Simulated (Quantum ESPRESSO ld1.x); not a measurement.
Results of a calculation; reference values are marked as such.
All-electron atom: Gd3+ in [Xe] 4f5.75 6p1.25 (fractional occupations, a model configuration). Level of theory: Dirac Kohn-Sham, LDA (Slater exchange, VWN5 correlation), spin-unpolarised, spherical densities, point nucleus; open shells are shared between the two j in proportion to 2j + 1 (ld1.x of Quantum ESPRESSO 7.5).

Radial electron density D(r) = 4 pi r^2 rho(r):

```
   r/bohr * D(r) (the largest magnitude, 112, reaches the edge; | marks zero)
 0.002624 |        *
 0.003055 |          *
 0.003557 |             *
 0.004141 |                *
  0.00482 |                   *
 0.005612 |                       *
 0.006533 |                           *
 0.007606 |                               *
 0.008854 |                                   *
  0.01031 |                                      *
    0.012 |                                        *
  0.01386 |                                          *
  0.01613 |                                          *
  0.01878 |                                         *
  0.02186 |                                       *
  0.02545 |                                     *
  0.02963 |                                     *
   0.0345 |                                      *
  0.04016 |                                         *
  0.04675 |                                              *
  0.05443 |                                                   *
  0.06336 |                                                      *
  0.07376 |                                                      *
  0.08587 |                                                  *
  0.09917 |                                             *
   0.1155 |                                         *
   0.1344 |                                         *
   0.1565 |                                             *
   0.1822 |                                                *
   0.2121 |                                              *
   0.2469 |                                      *
   0.2874 |                            *
   0.3346 |                     *
   0.3895 |                    *
   0.4534 |                      *
   0.5279 |                       *
   0.6145 |                    *
   0.7097 |               *
   0.8262 |          *
   0.9619 |       *
     1.12 |     *
    1.304 |    *
    1.518 |   *
    1.767 | *
    2.057 |*
    2.394 |*
    2.787 *
    3.245 *
    3.778 *
    4.363 *
    5.079 *
    5.913 *
    6.883 *
    8.013 *
    9.329 *
```

D(r) has 4 maxima, at r = 0.0153, 0.0676, 0.188, 0.511 bohr, and minima at 0.0294, 0.124, 0.371 bohr, inside which lie 2.01, 11.21, 29.33 electrons.
